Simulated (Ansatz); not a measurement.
Relaxation of ClH7OSi2 (11 atoms, charge 0, multiplicity 1), to a largest force component of 0.03 eV/Å in at most 50 steps.

The calculation used Ansatz, RKS PBE0/def2-SVP.

```xyz
11
Properties=species:S:1:pos:R:3
Si -0.288 0.725 -0.354
Cl 1.703 1.304 0.048
O -0.438 -0.875 -0.027
Si 0.109 -2.265 0.707
H -0.562 0.950 -1.792
H -1.180 1.509 0.534
H 0.273 3.331 -0.841
H -0.403 3.364 -1.031
H 1.594 -2.232 0.824
H -0.498 -2.386 2.064
H -0.310 -3.424 -0.131
```

Problem. Where does it end, and by what steps?

Solution. It converged. The force dipped under the threshold on the way, but the program's further checks kept it going. After 17 steps the energy has fallen by 0.167 eV; H8 moved furthest, 1.10 Å.

```
step  energy less start (eV)  largest force component (eV/Å)  accepted
   0                  0.0000                           2.409       yes
   1                 -0.1264                           0.190       yes
   2                 -0.1522                           0.157       yes
   3                 -0.1605                           0.172       yes
   4                 -0.1630                           0.032       yes
   5                 -0.1637                           0.021       yes
   6                 -0.1642                           0.097       yes
   7                 -0.1646                           0.077       yes
   8                 -0.1652                           0.059       yes
   9                 -0.1653                           0.080       yes
  10                 -0.1655                           0.058       yes
  11                 -0.1660                           0.012       yes
  12                 -0.1665                           0.042       yes
  13                 -0.1668                           0.039       yes
  14                 -0.1671                           0.052       yes
  15                 -0.1673                           0.042       yes
  16                 -0.1674                           0.031       yes
  17                 -0.1675                           0.026       yes
```

```xyz
11
Properties=species:S:1:pos:R:3
Si -0.363 0.499 -0.353
Cl 1.495 1.299 0.092
O -0.325 -1.130 -0.158
Si 0.163 -2.438 0.751
H -0.662 0.805 -1.772
H -1.345 1.113 0.579
H 0.319 3.923 -0.948
H -0.183 4.420 -1.231
H 1.651 -2.477 0.831
H -0.408 -2.343 2.127
H -0.342 -3.669 0.082
```

Time of the run: 62 s on 2 threads of Intel(R) Xeon(R) Processor @ 2.70GHz, with other jobs on the host, peak memory 0.24 GiB.
